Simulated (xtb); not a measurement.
Harmonic IR lines of one isomer of C4H6O, unscaled. Computed with GFN2-xTB (xtb).

| wavenumber (cm⁻¹) | relative intensity |
|---|---|
| 502 | 5.0 |
| 897 | 5.3 |
| 979 | 3.4 |
| 1037 | 16 |
| 1114 | 11 |
| 1154 | 6.1 |
| 1383 | 6.1 |
| 1716 | 8.7 |
| 1797 | 100 |
| 2753 | 38 |
| 2929 | 3.1 |
| 3010 | 4.0 |
| 3056 | 11 |
| 3108 | 3.9 |
| 3135 | 12 |

Q: Say which structure gives these lines.
A. `C=CCC=O`
B. `C=C(C)C=O`
C. `C/C=C\C=O`
D. `C/C=C/C=O`

A: A, `C=CCC=O`
